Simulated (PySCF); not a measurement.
Compound: C3H4BF2N.
Atom-mapped SMILES: `[H]/[N:1]=[CH:2]\[CH:3]=[CH:4]\[B:5]([F:6])[F:7]` (hydrogens: H8 on N1; H9 on C2; H10 on C3; H11 on C4)

Method: PySCF, PBE0-D3(BJ)/def2-SVP geometry optimisation, gas phase; density fitting, grid level 1; the optimiser is geomeTRIC in internal coordinates, started from a GFN2-xTB structure with every atom displaced at random (about 0.01 Å).

The end geometry, which sets the zero of energy:
```
atom  x, y, z in Å
N1     -2.6406    0.8701    0.1444
C2     -1.6932    0.0544    0.3786
C3     -0.2796    0.2431    0.0425
C4      0.6851   -0.6524    0.3259
B5      2.1651   -0.3966   -0.0483
F6      3.1141   -1.2618    0.2560
F7      2.5307    0.7014   -0.6890
H8     -2.2771    1.7081   -0.3268
H9     -1.9437   -0.8942    0.8844
H10    -0.0201    1.1799   -0.4690
H11     0.4051   -1.5805    0.8383
```

**Question.** These geometries come from the run, each turned onto the end geometry. Order them by energy, lowest first.
A.
```
atom  x, y, z in Å
N1     -2.6293    0.8545    0.1004
C2     -1.6922    0.0503    0.4010
C3     -0.2801    0.2532    0.0661
C4      0.6799   -0.6615    0.3051
B5      2.1585   -0.3975   -0.0595
F6      3.1129   -1.2462    0.2686
F7      2.5206    0.6961   -0.7086
H8     -2.2571    1.6869   -0.3776
H9     -1.9481   -0.8723    0.9498
H10    -0.0161    1.2158   -0.3925
H11     0.3968   -1.6080    0.7841
```
B.
```
atom  x, y, z in Å
N1     -2.6225    0.8227    0.1471
C2     -1.6928    0.0568    0.3738
C3     -0.3030    0.2579    0.0331
C4      0.7146   -0.6323    0.3147
B5      2.1667   -0.4154   -0.0523
F6      3.1129   -1.2789    0.2325
F7      2.6087    0.6753   -0.6560
H8     -2.3629    1.7190   -0.3353
H9     -1.9354   -0.8645    0.8989
H10    -0.0319    1.1827   -0.4528
H11     0.3914   -1.5518    0.8332
```
C.
```
atom  x, y, z in Å
N1     -2.6526    0.8306    0.0841
C2     -1.6746    0.0803    0.4318
C3     -0.2601    0.2949    0.1198
C4      0.6617   -0.6697    0.2817
B5      2.1589   -0.4064   -0.0686
F6      3.1001   -1.2794    0.2377
F7      2.5190    0.7110   -0.6758
H8     -2.2782    1.6152   -0.4614
H9     -1.8998   -0.8414    0.9965
H10     0.0061    1.2533   -0.3500
H11     0.3653   -1.6170    0.7414
```
D.
```
atom  x, y, z in Å
N1     -2.6491    0.8547    0.1314
C2     -1.6850    0.0701    0.3994
C3     -0.2703    0.2642    0.0705
C4      0.6828   -0.6556    0.3127
B5      2.1645   -0.4038   -0.0554
F6      3.1112   -1.2689    0.2563
F7      2.5362    0.6928   -0.6951
H8     -2.3072    1.6684   -0.3947
H9     -1.9265   -0.8692    0.9268
H10    -0.0025    1.2187   -0.4023
H11     0.3918   -1.6000    0.7874
```

**Answer.** D (0.006 eV), A (0.011 eV), C (0.036 eV), B (0.217 eV).

In the order of the answer:

```csv
step,E above end (eV),largest force (eV/Å),rms force component (eV/Å),rms distance from end (Å),rms bond change (Å),bond most changed (Å)
5,0.006,0.14,0.043,0.045,0.000,C4–B5 0.000
3,0.011,0.36,0.105,0.047,0.001,C4–B5 -0.002
1,0.036,0.71,0.239,0.095,0.005,C4–B5 +0.012
0,0.217,4.57,1.210,0.047,0.025,N1=C2 -0.046
```

What follows is the cost of the whole optimisation. Time: 51 s; peak memory 0.49 GiB. Hardware: Arm Neoverse V1, one thread (shared host).
